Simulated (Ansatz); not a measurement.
# Worked example: the enthalpy of formation of SiPH5O2 (SMILES O[SiH2]OP)

SiPH5O2: 9 atoms, total charge 0, spin state singlet. SMILES: `O[SiH2]OP`. Geometry: relaxed at PBE0-D4/def2-TZVP. This is one conformer, not always the lowest.

Total energies at B2PLYP/6-31G* (spherical functions), 12 core orbitals frozen (Ansatz 0.2.0); the atoms run unrestricted:

```
species    state  energy (Eh)
SiPH5O2  singlet  -783.912363
      O  triplet   -75.003244
     Si  triplet  -289.227269
      P  quartet  -341.111655
      H  doublet    -0.496918
```

Harmonic wavenumbers at PBE0-D4/def2-TZVP, in cm⁻¹: 48, 91, 134, 245, 336, 616, 662, 767, 852, 887, 906, 928, 956, 969, 1074, 1130, 2221, 2294, 2371, 2378, 3926.

Measured heats of formation of the gaseous atoms at 298.15 K, in kJ/mol: O 249.2, Si 450.0, P 316.4, H 218.0. Spin-orbit lowering of the atoms at 298 K (mean of the ground term's levels less their thermal mean, from spectra), in kJ/mol: O 0.40, Si 0.44. Take 1 Eh = 2625.50 kJ/mol, 1 cm⁻¹ = 0.0119627 kJ/mol, RT = 2.479 kJ/mol.

Q: Work out the heat of formation of the gas at 298 K.

A: 
1. Electronic atomisation energy: 2 × (-75.003244) + (-289.227269) + (-341.111655) + 5 × (-0.496918) − (-783.912363) = 1.082361 Eh = 2841.7 kJ/mol.
2. Zero-point energy: half the sum of the wavenumbers, 11895.5 cm⁻¹ = 142.3 kJ/mol.
3. Thermal vibrational enthalpy, Σ hcν̃/(exp(hcν̃/kT) − 1): 10.1 kJ/mol. Translation, rotation and pV of a non-linear molecule: 4 RT = 9.9 kJ/mol.
4. The 9 free atoms carry 5/2 RT each: 55.8 kJ/mol.
5. Spin-orbit coupling lowers the free atoms by 2 × 0.40 + 0.44 = 1.2 kJ/mol.
6. Atomisation enthalpy at 298 K: 2841.7 − 1.2 − 142.3 − 10.1 − 9.9 + 55.8 = 2734.0 kJ/mol.
7. Sum of the atoms' heats of formation: 2354.8 kJ/mol. Heat of formation: 2354.8 − 2734.0 = -379.2 kJ/mol.

No measured value is set beside it here. A double-zeta basis underbinds. Anharmonicity and any spin-orbit splitting of the molecule are left out, and so is core correlation.
